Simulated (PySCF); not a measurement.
Coordinates in bohr (charge 0 multiplicity 2):
```
Se    0.0000    0.0000   -0.6732
Cl    0.0000    0.0000    3.3442
Cl    4.3441    0.0000   -0.9028
Cl   -4.3441    0.0000   -0.9028
```

Method: UPBE0/[Se def2-TZVP, Cl def2-TZVP], no relativity, density fitting, PySCF.

This geometry of SeCl3 is a stationary point at this level.

**Question.** What is the point group?

**Answer.** C2v.

**Question.** Is it a minimum?

**Answer.** No: it has 1 imaginary mode, at 122i cm⁻¹ (b1).

**Question.** List the harmonic modes with their infrared intensities.

**Answer.** 
```json
{"symmetry": "b1", "ω (cm⁻¹)": "122i", "IR (km/mol)": "–"}
{"symmetry": "a1", "ω (cm⁻¹)": "119", "IR (km/mol)": "3.1"}
{"symmetry": "b2", "ω (cm⁻¹)": "186", "IR (km/mol)": "0.1"}
{"symmetry": "a1", "ω (cm⁻¹)": "305", "IR (km/mol)": "7.3"}
{"symmetry": "b2", "ω (cm⁻¹)": "312", "IR (km/mol)": "283"}
{"symmetry": "a1", "ω (cm⁻¹)": "435", "IR (km/mol)": "34.4"}
```

**Question.** Give the atomic charges and bond orders.

**Answer.** 
| atom | Mulliken | Löwdin | polar tensor | spin (Mulliken) | Mayer order to Se1 |
| --- | --- | --- | --- | --- | --- |
| Se1 | 0.57 | 0.06 | 1.65 | 0.64 | – |
| Cl2 | -0.05 | 0.14 | -0.31 | 0.08 | 1.18 |
| Cl3,4 | -0.26 | -0.10 | -0.67 | 0.14 | 0.95 |

In C2v the vibrations span b1 + 3a1 + 2b2. Here b1 is antisymmetric to the molecular plane and b2 lies in it.

Only a few start shapes were tried, so a lower isomer may exist. At this level a doublet minimum of Cs symmetry lies 12 kJ/mol below this structure.
